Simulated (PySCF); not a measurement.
Several molecules and their computed UV-vis stick spectra, shuffled. Method: TDDFT CAM-B3LYP/def2-SVPD, vertical, gas phase, core orbitals frozen in the response in PySCF. Geometries: GFN2-xTB; one conformer of each isolated species. Triplets are in the Tamm–Dancoff approximation.

A. `[H][H]`
B. `CN1N(C)CC1`
C. `CNNC1CC1`
D. `C(Cl)(Cl)(C#CC(N)=O)C`
E. `C=CCN(C)N`

Lowest singlet levels (six at most, fewer where fewer were computed) with oscillator strengths:

1. 6.36 eV (f 0.007); 6.50 eV (f 0.003); 7.13 eV (f 0.028); 7.29 eV (f 0.015); 7.39 eV (f 0.034); 7.62 eV (f 0.013); T1 6.12 eV
2. 4.84 eV (f 0.000); 5.64 eV (f 0.001); 5.77 eV (f 0.088); 6.16 eV (f 0.000); 6.47 eV (f 0.087); 6.51 eV (f 0.018); T1 4.44 eV
3. 12.45 eV (f 0.427); 14.10 eV (f 0.796 summed over 2 states); 16.36 eV (f 0.000); 17.94 eV (f 0.000 summed over 2 states); 20.26 eV (f 0.182) [of 8 roots; the last level is left out, as the window may have cut its degenerate partner]; T1 9.82 eV
4. 6.12 eV (f 0.041); 6.52 eV (f 0.002); 6.89 eV (f 0.017); 7.25 eV (f 0.006); 7.39 eV (f 0.016); 7.49 eV (f 0.279); T1 4.50 eV
5. 5.76 eV (f 0.000); 6.15 eV (f 0.033); 6.29 eV (f 0.006); 6.82 eV (f 0.080); 6.89 eV (f 0.000); 7.06 eV (f 0.004); T1 5.58 eV

**Question.** Match each spectrum to its molecule.

**Answer.** 1 = C, 2 = D, 3 = A, 4 = E, 5 = B.
- A: S1 at 12.45 eV, HOMO→LUMO (100%); HOMO -13.31 and LUMO 2.54 eV; point group D∞h, 3 of its 7 listed states under f = 0.0005.
- B: S1 at 5.76 eV, HOMO→LUMO (94%); Löwdin shares by element: HOMO nitrogen 71%, carbon 10% or more (atoms not listed hold the other 19%); LUMO carbon 50% (atoms not listed hold the other 50%); HOMO -7.01 and LUMO 1.54 eV; point group C2, 2 of its 6 listed states under f = 0.0005.
- C: S1 at 6.36 eV, HOMO→LUMO (68%), HOMO-1→LUMO (11%); Löwdin shares by element: HOMO nitrogen 64%, carbon 14% or more (atoms not listed hold the other 22%); LUMO carbon 30% or more, hydrogen 27% or more (atoms not listed hold the other 43%); HOMO -8.07 and LUMO 1.42 eV.
- D: S1 at 4.84 eV, HOMO→LUMO (88%); Löwdin shares by element: HOMO oxygen 58%, carbon 33% or more; LUMO carbon 48% or more, oxygen 12% (atoms not listed hold the other 40%); HOMO -9.57 and LUMO -0.64 eV.
- E: S1 at 6.12 eV, HOMO→LUMO (91%); Löwdin shares by element: HOMO nitrogen 67%, carbon 15% or more (atoms not listed hold the other 18%); LUMO hydrogen 28% or more, carbon 25% or more (atoms not listed hold the other 47%); HOMO -7.88 and LUMO 1.31 eV.
